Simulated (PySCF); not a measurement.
**How methods differ on the excitation energy of Cd**

Cd [Kr] 4d10 5s2 (1S) → Cd [Kr] 4d10 5s1 5p1 (3P), as a difference of total energies. All numbers are calculated (PySCF 2.14, scalar relativity through the core potential, in aug-cc-pwCVDZ-PP with ECP28MDF (6s6p5d3f, 70 functions)). Correlated levels: valence: 4s2 4p6 frozen. The calculations carry no spin-orbit coupling.

| method | excitation energy (eV) |
| --- | --- |
| UHF | 2.500 |
| MP2 (valence) | 3.828 |
| SCS-MP2 (valence) | 3.885 |
| CCSD (valence) | 3.674 |
| CCSD(T) (valence) | 3.768 |

Question: How much does correlation contribute at CCSD(T) (valence)?

Answer: 3.768 − (2.500) = 1.268 eV, measured against UHF.

Errors of the correlated levels include the incompleteness of this basis and the frozen core.

For comparison: 3.874 eV (measured; NIST levels, between the centres of gravity of the two terms).
